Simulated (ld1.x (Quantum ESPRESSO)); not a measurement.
**What one change does to a pseudopotential (hydrogen (H), ultrasoft)**

| Quantity | Value |
| --- | --- |
| Element | hydrogen (H) |
| Generator | ld1.x (Quantum ESPRESSO) 7.5 |
| Type | ultrasoft |
| Functional | LDA (PZ) |
| Relativity | non-relativistic |
| Frozen core | none |
| Valence charge | 1 |
| Reference configuration | 1s1 |
| Partial waves | 1s (bound): rcut 1.25, rcutus 1.45 bohr; 1s channel at 0.8 Ry: rcut 1.25, rcutus 1.45 bohr; 2p channel at 0.3 Ry: rcut 1.30, rcutus 1.50 bohr; 2p channel at 0.65 Ry: rcut 1.30, rcutus 1.50 bohr |
| Local potential | all-electron potential smoothed inside 1.30 bohr (lloc = -1) |
| Core correction | none |
| Augmentation charge | PSQ, radius 1.00 bohr |

Change: waves 1s (bound): rcut 1.16, rcutus 1.22 bohr; 1s channel at 0.8 Ry: rcut 1.16, rcutus 1.22 bohr.

Cutoffs: the cutoffs (Ry, on a coarse ladder) from which the occupation-weighted sum of valence levels, in a spherical-Bessel basis at the reference potential, stays within 10 and 1 mRy of its value at 400 Ry; they do not see the model core or the augmentation charge, which bear on the density cutoff. Errors are all-electron minus pseudo energies relative to the spin-unpolarised reference configuration.

Question: What does the change do?

Answer: The potential gets harder (10 Ry and 18 Ry → 15 Ry and 25 Ry); of the 3 tests that both files solve, the error grows in 0 and shrinks in 2 by more than 15 % and 0.3 meV (median size 0.9 → 0.4 meV); neither file shows a bound ghost. A smaller radius makes the pseudo-wave follow the all-electron one further in, where it bends more sharply, so more plane waves are needed.

| quantity | base | changed |
| --- | --- | --- |
| cutoff, loose | 10 Ry | 15 Ry |
| cutoff, tight | 18 Ry | 25 Ry |
| bound ghosts | none | none |
| error for 1s0.5, meV [ΔE 4.64 eV] | +0.9 | +0.3 |
| error for 1s1 (spin-polarised), meV [ΔE -0.90 eV] | -2.7 | -1.3 |
| error for 1s0.5 (spin-polarised), meV [ΔE 4.26 eV] | -0.7 | -0.4 |
| s: phases at 1.66 bohr within 0.05 rad from the reference energy up to (Ry; the scan ends near 5) | 4.6 | to the end of the scan |
| p: phases at 1.66 bohr within 0.05 rad from the reference energy up to (Ry; the scan ends near 5) | to the end of the scan | to the end of the scan |
| lowest overlap eigenvalue by channel | s 0.95, p 0.98 | s 0.99, p 0.98 |
